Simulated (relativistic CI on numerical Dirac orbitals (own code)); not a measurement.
**Nb⁺: L2,3 absorption edge**

Computed with this model: Dirac-Coulomb-Breit CI, separate exchange-only KLI orbitals for each configuration, a model potential for QED, valence Slater integrals scaled by 0.8, multiplet model of core-to-valence dipole absorption; configurations [Kr] 4d4 → [He] 2s2 2p5 3s2 3p6 3d10 4s2 4p6 4d5; 80 K; Lorentzian 0.96 eV and Gaussian 0.5 eV FWHM. Energies are those of the free ion, without screening or charge transfer. The branching ratio is the share of the lower-energy edge in the whole absorption, uncertain by about 0.02 where the edges overlap. S is read from ⟨S²⟩ = S(S + 1).

Field parameters in Wybourne normalisation: Td as Oh with Dq negative (B⁴₀ = 21Dq, B⁴₄ = √(5/14) B⁴₀). The field is a parameter set, without covalency.

Peaks in eV (height, largest 100): 2370.5 (100), 2464.8 (35).

Task: Which surroundings give this spectrum?
A. Td, 10Dq = -7300 cm⁻¹
B. Td, 10Dq = -5400 cm⁻¹
C. Td, 10Dq = -9200 cm⁻¹
D. free ion

Result: C. Td, 10Dq = -9200 cm⁻¹, where the ground state has S = 0.14.
